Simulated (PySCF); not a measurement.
Computed shifts of a molecule C₂H₆F₂Si₂, PySCF with PBE/pcSseg-1, GIAO, gas phase, equivalent atoms averaged, in ppm (number of nuclei): ¹⁹F: -51.8 (1), -259.2 (1). ¹³C: 170.9 (1), 108.3 (1). ²⁹Si: 0.3 (1), -75.7 (1). ¹H: 7.17 (1), 6.11 (2), 4.55 (3). References: ¹⁹F against CFCl3 (σ = 133.6 ppm); ¹³C against TMS (σ = 182.0 ppm); ²⁹Si against TMS (σ = 335.4 ppm); ¹H against TMS (σ = 31.49 ppm), references at their B3LYP-D3(BJ)/def2-TZVP geometries, non-relativistic. The structure is a stationary point at TPSSh-D3(BJ)/def2-SVP. Other conformers were not sampled.

Question: Identify the compound among the candidates.
(A) C=C[SiH2][SiH](F)F
(B) F/C=C(/[SiH3])[SiH2]F
(C) F[Si]1(F)C[SiH2]C1
(D) F[SiH2]/C=C(/F)[SiH3]

Answer: B, F/C=C(/[SiH3])[SiH2]F
